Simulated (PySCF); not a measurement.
Cartesian coordinates in Å; atom numbers follow the order of the lines, from 1:
```xyz
13

O     1.623   -1.841    0.784
C     1.499   -0.793    0.206
O     2.408   -0.328   -0.661
Si   -0.032    0.365    0.442
Si   -1.914   -0.982    0.087
P     0.053    2.016   -1.106
H     3.122   -0.988   -0.706
H     0.034    0.838    1.859
H    -3.152   -0.147    0.170
H    -1.822   -1.576   -1.282
H    -1.973   -2.070    1.106
H     1.122    2.702   -0.453
H    -0.963    2.786   -0.457
```

Geometry: PBE0-D3(BJ)/def2-SVP; GIAO absolute shieldings from PySCF, gas phase, non-relativistic, averaged over equivalent atoms.

At B97-2/pcSseg-1 (158 basis functions, 16 s wall time on 1 thread of an Arm Neoverse V2, shared host):
```tsv
atoms	σ (ppm)
O1	-164.4
O3	90.4
C2	3.7
Si4	410.3
Si5	454.3
P6	596.3
H7	25.22
H8	26.57
H9/H10/H11	27.80
H12/H13	29.48
```

Q: Predict the values at HF/pcSseg-1 on the same geometry.

A: 
```json
{"atoms": "O1", "σ at HF/pcSseg-1": "-175.2", "change": "-10.8"}
{"atoms": "O3", "σ at HF/pcSseg-1": "124.2", "change": "+33.8"}
{"atoms": "C2", "σ at HF/pcSseg-1": "-0.2", "change": "-3.9"}
{"atoms": "Si4", "σ at HF/pcSseg-1": "438.2", "change": "+27.9"}
{"atoms": "Si5", "σ at HF/pcSseg-1": "483.4", "change": "+29.1"}
{"atoms": "P6", "σ at HF/pcSseg-1": "623.7", "change": "+27.4"}
{"atoms": "H7", "σ at HF/pcSseg-1": "25.32", "change": "+0.10"}
{"atoms": "H8", "σ at HF/pcSseg-1": "27.22", "change": "+0.65"}
{"atoms": "H9/H10/H11", "σ at HF/pcSseg-1": "28.22", "change": "+0.42"}
{"atoms": "H12/H13", "σ at HF/pcSseg-1": "29.90", "change": "+0.42"}
```

The largest change is at O3 (acid hydroxyl oxygen). Cost: 158 basis functions, 7.8 s wall time on 1 thread of an Arm Neoverse V1, shared host.

Hydrogen bonding in solution deshields acid and N–H amide carbonyl carbons by as much as 10 ppm beyond these values.
